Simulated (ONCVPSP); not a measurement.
tin: excitation energies, all-electron against ONCV

- Element: Sn
- Generator: ONCVPSP 4.0.1
- Type: optimised norm-conserving Vanderbilt (ONCV)
- Functional: PBEsol
- Relativity: scalar-relativistic
- Frozen core: [Kr] 4d10
- Valence charge: 4
- Reference configuration: 5s2 5p1.5 (charge +0.5)
- Partial waves: 5s: rc 1.60 bohr, ncon 3, nbas 7, qcut 4.6 1/bohr, 1 projector; 5p: rc 2.25 bohr, ncon 4, nbas 7, qcut 4.3 1/bohr, 2 projectors, debl 2.6 Ha
- Local potential: polynomial inside 1.40 bohr (lpopt 2, dvloc0 1 Ha)
- Core correction: Teter function, fcfact 3.75, rcfact 1.65

Energies are relative to the spin-unpolarised reference configuration 5s2 5p1.5; without spin polarisation the order of configurations can differ from experiment.

Question: Give the all-electron excitation energy and the error of the potential for: 5s2 5p2; 5s2 5p1; 5s2 5p0; 5s1 5p2.

Answer:

```json
{"valence configuration": "5s2 5p2", "charge": "0", "ΔE all-electron (eV)": "-2.626", "error AE − PS (meV)": "-12"}
{"valence configuration": "5s2 5p1", "charge": "+1", "ΔE all-electron (eV)": "4.272", "error AE − PS (meV)": "-22"}
{"valence configuration": "5s2 5p0", "charge": "+2", "ΔE all-electron (eV)": "18.245", "error AE − PS (meV)": "-263"}
{"valence configuration": "5s1 5p2", "charge": "+1", "ΔE all-electron (eV)": "11.960", "error AE − PS (meV)": "-35"}
```

Levels in the configuration 5s2 5p0:

| level | all-electron (eV) | pseudo (eV) |
| --- | --- | --- |
| 5s | -26.161 | -26.527 |

Note: no bound ghost flagged; GHOST(+) flagged for s at 4.5 eV.
